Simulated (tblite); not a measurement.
C₆H₇F₃O.
Numbering: `[F:1][C:2]([F:3])([F:4])[C@@H:5]1[CH2:6][CH2:7][C@H:8]2[O:9][C@@H:10]12` (hydrogens: H11 on C5; H12, H13 on C6; H14, H15 on C7; H16 on C8; H17 on C10)

Structure used (GFN2-xTB), in Å, numbered top down from 1:
```xyz
17
C6H7F3O angstrom
F      2.5407   -1.1456    0.4048
C      1.8224   -0.2330   -0.2655
F      1.4054   -0.8309   -1.3914
F      2.6844    0.7247   -0.6445
C      0.6825    0.3245    0.5697
C     -0.3408   -0.7660    0.9451
C     -1.4033   -0.7587   -0.1669
C     -1.3695    0.6616   -0.6889
O     -1.3531    1.6522    0.3009
C     -0.1265    1.3073   -0.2648
H      1.1291    0.7934    1.4500
H      0.1326   -1.7400    1.0571
H     -0.8021   -0.4923    1.8926
H     -2.3853   -1.0303    0.2164
H     -1.1391   -1.4379   -0.9777
H     -1.8726    0.9120   -1.6133
H      0.3881    2.0710   -0.8334
```

Method: GFN2-xTB as coded in tblite; computed harmonic values from a numerical Hessian at the method's own geometry, unscaled. This tight-binding method is rough: wavenumbers can miss measured ones by several per cent, in bad cases by 10 to 20. One conformer, not necessarily the lowest.

Harmonic wavenumbers (cm⁻¹): 49.3, 114.1, 149.0, 223.1, 304.4, 319.8, 364.6, 411.9, 473.1, 510.9, 600.7, 668.9, 723.6, 779.5, 859.1, 914.8, 930.2, 967.6, 982.5, 1019.3, 1024.6, 1053.9, 1066.6, 1072.2, 1094.1, 1113.0, 1143.9, 1166.7, 1197.5, 1206.4, 1236.0, 1248.3, 1289.1, 1303.0, 1316.4, 1444.2, 1462.5, 1474.5, 2974.3, 3001.0, 3018.5, 3020.6, 3026.7, 3050.2, 3058.5.

A = 2537, B = 1060, C = 956.4 MHz; mass 152.045 u (most abundant isotopes); point group C1, symmetry number 1.

Question: Zero-point energy?

Answer: Half the sum of the wavenumbers: 27215 cm⁻¹ = 325.56 kJ/mol.

Question: Entropy at 273.15 K, 1 bar (ideal gas, RRHO, classical rotation)?

Answer: Translation 169.69, rotation 121.14, vibration 81.06: S = 371.9 J/(mol K).

Question: And Cp and H(273.15 K) − H(0)?

Answer: Cp = 132.10 J/(mol K), of which vibrations give 98.84 (their classical limit is 45 R = 374.2); H(273.15 K) − H(0) = 21.44 kJ/mol without the zero-point energy, 12.36 from vibrations.

Question: How do the functions run with temperature in this model?

Answer: 
```csv
T (K),S (J/(mol K)),Cp (J/(mol K)),H − H(0) (kJ/mol),G − H(0) (kJ/mol),ln q(vib)
150,309.7,82.1,8.36,-38.09,1.96
250,360.7,121.9,18.50,-71.66,3.85
298.15,383.9,143.2,24.89,-89.59,4.81
400,432.3,186.9,41.74,-131.16,6.93
600,521.2,251.3,86.05,-226.67,11.31
900,634.8,307.0,170.68,-400.66,17.79
```

q(vib) and H(0) count from the zero-point level.

Question: Which modes carry the vibrational entropy at 273.15 K?

Answer: 49.3 cm⁻¹: 19.55; 114.1 cm⁻¹: 12.67; 149.0 cm⁻¹: 10.54; 223.1 cm⁻¹: 7.44; 304.4 cm⁻¹: 5.23; 319.8 cm⁻¹: 4.90 J/(mol K); the other 39 give 20.74 together.

Hindered rotation and anharmonicity are outside this model. Other conformers, if any are populated, would add a mixing term that is left out. The structure is chiral; the term R ln 2 for an equal mix with its mirror image is left out.

Time: 0.57 s. Hardware: one thread of an Arm Neoverse V1, shared host. This covers the Hessian and the dipole derivatives.
